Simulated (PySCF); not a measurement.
Numbering as in the mapped SMILES `[CH3:1][Si@H:2]1[SiH2:3][Si@@H:4]([O:5][SiH3:6])[SiH2:7]1`. Hydrogens are named by the atom that carries them. Ha(Si3), Ha(Si7) are cis to C1 on the ring; Hb(Si3), Hb(Si7) are trans to C1 on the ring.

[PySCF 2.14: geometry: GFN2-xTB; GIAO PBE0/pcSseg-1 shieldings; one averaged value for each set of equivalent atoms; non-relativistic; in vacuum; one computed conformer]

Chemical shifts δ = σref − σ; 13C (σ = 186.93 ppm), 1H (σ = 31.72 ppm), 29Si (σ = 349.16 ppm) against TMS; 17O (σ = 336.08 ppm) against H2O, all at this level.

```csv
atoms,nucleus,count,Hirshfeld charge,δ (ppm)
H(Si2),1H,1,-0.07,?
Hb(Si3)/Hb(Si7),1H,2,-0.08,4.06
H(C1),1H,3,0.04,?
Si4,29Si,1,0.26,22.5
Si3/Si7,29Si,2,0.13,-90.5
H(Si6),1H,3,-0.08,5.07
C1,13C,1,-0.21,-4.5
Ha(Si3)/Ha(Si7),1H,2,-0.07,4.35
O5,17O,1,-0.31,-3.2
H(Si4),1H,1,-0.07,?
Si6,29Si,1,0.38,?
Si2,29Si,1,0.19,-56.2
```

Question: Complete the table.

Answer: 
- H(Si4): 6.75 ppm, hydrogen on a silicon bonded to O, 2 Si, in a 4-membered ring
- H(Si2): 4.81 ppm, hydrogen on a silicon bonded to C, 2 Si, in a 4-membered ring
- H(C1): 0.63 ppm, hydrogen on a methyl carbon bonded to Si; an electropositive neighbour shields it, as in TMS itself
- Si6: -44.5 ppm, silicon bonded to O, 3 H

Shifts are as computed. Against solution values, carbons near 30 ppm lie about +3 ppm off and those near 130 ppm about +5 ppm. Of 1211 compounds with measured shifts, 218 miss one by over three times the rms of a fit or turn the order of signals round; such compounds aren't used in these exercises. Experimental scales use liquid or dissolved standards, which lie at an offset from isolated H2O (liquid H2O: subtract about 36 ppm).
